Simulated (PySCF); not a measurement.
Radial density of C (carbon, neutral)

UHF, [He] 2s2 2p2, high-spin 3P determinant. Calculation: PySCF 2.14, in Sapporo-DZP-2012; the spin-free X2C one-electron Hamiltonian (Gaussian nucleus).

```csv
r (bohr),4πr²ρ (e/bohr),4πr²(ρα − ρβ)
0.00508,0.03830,0.0000
0.00855,0.1056,0.0000
0.0144,0.2807,0.0000
0.0242,0.7023,0.0000
0.0407,1.637,0.0002
0.0685,3.325,0.0012
0.115,5.447,0.0070
0.194,6.183,0.0372
0.326,3.959,0.1614
0.548,1.609,0.4951
0.922,2.103,1.0273
1.55,2.132,0.9813
2.61,0.6689,0.3377
4.39,0.04838,0.0337
```

Densities and radii are taken from the X2C orbitals without a picture-change correction, which distorts them close to the nucleus.
